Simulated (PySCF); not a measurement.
**MSn for M along the third period**

PBE0 with double-zeta basis sets in PySCF, for the lowest determinant that a PBE0 search found; no spin–orbit coupling. De refers to high-spin ground-configuration atoms. A positive dipole means M(−)Sn(+).

```json
{"M": "Na", "basis": "def2-SVP", "state (unpaired electrons)": "quartet (σ ↑, π ↑↑)", "Re (Å)": "2.918", "ωe (cm⁻¹)": "180", "De (eV)": "1.18", "μ (D)": "-7.02"}
{"M": "Mg", "basis": "def2-SVP", "state (unpaired electrons)": "triplet (π ↑↑)", "Re (Å)": "2.780", "ωe (cm⁻¹)": "219", "De (eV)": "0.92", "μ (D)": "-2.97"}
{"M": "Al", "basis": "x2c-SVPall", "state (unpaired electrons)": "quartet (σ ↑, π ↑↑)", "Re (Å)": "2.649", "ωe (cm⁻¹)": "271", "De (eV)": "2.26", "μ (D)": "-0.77"}
{"M": "Si", "basis": "x2c-SVPall", "state (unpaired electrons)": "triplet (π ↑↑)", "Re (Å)": "2.514", "ωe (cm⁻¹)": "358", "De (eV)": "2.78", "μ (D)": "0.97"}
{"M": "P", "basis": "cc-pVDZ-PP/cc-pV(D+d)Z", "state (unpaired electrons)": "doublet (π ↑)", "Re (Å)": "2.349", "ωe (cm⁻¹)": "417", "De (eV)": "2.72", "μ (D)": "2.14"}
{"M": "S", "basis": "def2-SVP", "state (unpaired electrons)": "singlet (closed shell)", "Re (Å)": "2.223", "ωe (cm⁻¹)": "499", "De (eV)": "4.85", "μ (D)": "3.17"}
{"M": "Cl", "basis": "x2c-SVPall", "state (unpaired electrons)": "doublet (π ↑)", "Re (Å)": "2.387", "ωe (cm⁻¹)": "360", "De (eV)": "3.87", "μ (D)": "2.57"}
```

The shortest bond is that of SnS (2.223 Å), the longest that of NaSn (2.918 Å). SnS is bound most strongly (4.85 eV) and MgSn least (0.92 eV).

The rows differ in basis set, which adds steps of its own.

The state changes along the series, so neighbouring rows are not always alike in their bonding.

These are scalar-relativistic numbers at best; spin–orbit coupling would shift them, the dissociation energy most. States were picked by a PBE0 search and need not be the measured ground states.
